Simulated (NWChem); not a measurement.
# CH₄MgSe; SMILES [SeH][Mg][CH3]

```xyz
7

Mg     0.0093    -1.1716     0.0001
C      0.0186    -3.2585     0.0002
H     -0.8517    -3.6704    -0.5384
H     -0.0080    -3.6683     1.0241
H      0.9221    -3.6609    -0.4887
Se     0.0340     1.2743     0.0000
H     -1.4403     1.2840    -0.0001
```
Atoms are numbered in this order, from 1.

Program: NWChem. Medium grid unless said otherwise, to which SCAN and Minnesota functionals are sensitive. Geometry: optimised at PBE0/def2-SVP. Total energies of different functionals are on different scales.

```tsv
level	energy (Ha)	highest occupied level (eV)	orbital gap (eV)	dipole (D)
B3LYP/def2-SVP	-2641.8482	-6.25	5.13	1.52
PBE/def2-SVP	-2641.2394	-5.40	3.87	1.52
r2SCAN0/def2-SVP	-2641.7124	-6.73	6.07	1.66
BLYP/def2-SVP	-2641.7966	-5.18	3.71	1.43
MPW1K/def2-SVP	-2641.9434	-7.39	6.91	1.67
B97-D/def2-SVP	-2642.9694	-5.34	3.87	1.52
PW6B95/def2-SVP	-2643.1270	-6.56	5.62	1.53
MN15/def2-SVP	-2641.9112	-7.11	6.69	1.59
```
